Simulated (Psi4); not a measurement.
acetylene (C$_{2}$H$_{2}$), singlet, geometry from GFN2-xTB; HF/aug-cc-pVTZ run with Psi4.

Here is a job for Psi4.
```
memory 2 GB

molecule {
0 1
  C    -0.00000000   -0.00000000   -0.59686216
  C     0.00000000    0.00000000    0.59686216
  H     0.00000000    0.00000000    1.64657465
  H    -0.00000000   -0.00000000   -1.64657465
}

set basis aug-cc-pvtz
set s_tolerance 1e-2
set s_orthogonalization canonical

energy('scf')
print_variables()
```

Predict the main parts of the log of this Psi4 run.


```
   => Loading Basis Set <=

    Name: AUG-CC-PVTZ
    Role: ORBITAL
    Keyword: BASIS

         ---------------------------------------------------------
                                   SCF
               by Justin Turney, Rob Parrish, Andy Simmonett
                          and Daniel G. A. Smith
                              RHF Reference
         ---------------------------------------------------------

  ==> Geometry <==

    Molecular point group: d2h
    Full point group: D_inf_h

    Geometry (in Angstrom), charge = 0, multiplicity = 1:

       Center              X                  Y                   Z               Mass
    ------------   -----------------  -----------------  -----------------  -----------------
         C            0.000000000000     0.000000000000    -0.596862160000    12.000000000000
         C            0.000000000000     0.000000000000     0.596862160000    12.000000000000
         H            0.000000000000     0.000000000000     1.646574650000     1.007825032230
         H            0.000000000000     0.000000000000    -1.646574650000     1.007825032230

  Running in d2h symmetry.

  Rotational constants: A = ************  B =      1.20285  C =      1.20285 [cm^-1]
  Rotational constants: A = ************  B =  36060.60287  C =  36060.60287 [MHz]
  Nuclear repulsion =   24.999397826614324

  Charge       = 0
  Multiplicity = 1
  Electrons    = 14
  Nalpha       = 7
  Nbeta        = 7

  ==> Algorithm <==

  SCF Algorithm Type is DF.
  DIIS enabled.
  MOM disabled.
  Fractional occupation disabled.
  Guess Type is SAD.
  Energy threshold   = 1.00e-06
  Density threshold  = 1.00e-06
  Integral threshold = 1.00e-12

  ==> Primary Basis <==

  Basis Set: AUG-CC-PVTZ
    Blend: AUG-CC-PVTZ
    Number of shells: 46
    Number of basis functions: 138
    Number of Cartesian functions: 160
    Spherical Harmonics?: true
    Max angular momentum: 3

   => Loading Basis Set <=

    Name: (AUG-CC-PVTZ AUX)
    Role: JKFIT
    Keyword: DF_BASIS_SCF

  ==> Integral Setup <==

  SCF_SUBTYPE=INCORE selected. In-core MEM_DF algorithm will be used.
  Using in-core AOs.

  ==> MemDFJK: Density-Fitted J/K Matrices <==

    J tasked:                   Yes
    K tasked:                   Yes
    wK tasked:                   No
    Algorithm:                 Core
    Schwarz Cutoff:           1E-12
    Mask sparsity (%):       0.0210
    Fitting Condition:        1E-10

   => Auxiliary Basis Set <=

  Basis Set: (AUG-CC-PVTZ AUX)
    Blend: AUG-CC-PVTZ-JKFIT
    Number of shells: 88
    Number of basis functions: 300
    Number of Cartesian functions: 372
    Spherical Harmonics?: true
    Max angular momentum: 4

    Using canonical orthogonalization.
  Minimum eigenvalue in the overlap matrix is 1.2657307464E-05.
  Reciprocal condition number of the overlap matrix is 1.7444283324E-06.
  Overall, 19 of 138 possible MOs eliminated.

  ==> Pre-Iterations <==

  SCF Guess: Superposition of Atomic Densities via on-the-fly atomic UHF (no occupation information).

   -------------------------
    Irrep   Nso     Nmo
   -------------------------
     Ag        30      25
     B1g        7       7
     B2g       16      13
     B3g       16      13
     Au         7       7
     B1u       30      24
     B2u       16      15
     B3u       16      15
   -------------------------
    Total     138     119
   -------------------------

  ==> Iterations <==

                           Total Energy        Delta E     RMS |[F,P]|

   @DF-RHF iter SAD:   -75.90775566815435   -7.59078e+01   0.00000e+00
   @DF-RHF iter   1:   -76.73614933028365   -8.28394e-01   6.98005e-03 DIIS/ADIIS
   @DF-RHF iter   2:   -76.78036812793709   -4.42188e-02   2.41325e-03 DIIS/ADIIS
   @DF-RHF iter   3:   -76.78624908652638   -5.88096e-03   2.74651e-04 DIIS/ADIIS
   @DF-RHF iter   4:   -76.78640215895221   -1.53072e-04   2.95024e-05 DIIS
   @DF-RHF iter   5:   -76.78640417990665   -2.02095e-06   4.46239e-06 DIIS
   @DF-RHF iter   6:   -76.78640422589848   -4.59918e-08   8.25857e-07 DIIS
  Energy and wave function converged.

  ==> Post-Iterations <==

    Orbital Energies [Eh]
    ---------------------

    Doubly Occupied:

[...]
       1B2u   -0.414646

    Virtual:

[...]
      25Ag     7.084327

    Final Occupation by Irrep:
             Ag   B1g   B2g   B3g    Au   B1u   B2u   B3u
    DOCC [     3,    0,    0,    0,    0,    2,    1,    1 ]
    NA   [     3,    0,    0,    0,    0,    2,    1,    1 ]
    NB   [     3,    0,    0,    0,    0,    2,    1,    1 ]

  @DF-RHF Final Energy:   -76.78640422589848

   => Energetics <=

    Nuclear Repulsion Energy =             24.9993978266143237
    One-Electron Energy =                -151.9505505635694078
    Two-Electron Energy =                  50.1647485110566009
    Total Energy =                        -76.7864042258984796

Computation Completed

Properties will be evaluated at   0.000000,   0.000000,   0.000000 [a0]

Properties computed using the SCF density matrix

 Multipole Moments:

 ------------------------------------------------------------------------------------
     Multipole            Electronic (a.u.)      Nuclear  (a.u.)        Total (a.u.)
 ------------------------------------------------------------------------------------

 L = 1.  Multiply by 2.5417464519 to convert [e a0] to [Debye]
 Dipole X            :          0.0000000            0.0000000            0.0000000
 Dipole Y            :          0.0000000            0.0000000            0.0000000
 Dipole Z            :          0.0000000            0.0000000            0.0000000
 Magnitude           :                                                    0.0000000

 ------------------------------------------------------------------------------------

  Variable Map:
  ----------------------------------------------------------------------------
[...]
  Array Variable Map:
  ----------------------------------------------------------------------------
[...]
[...]
```
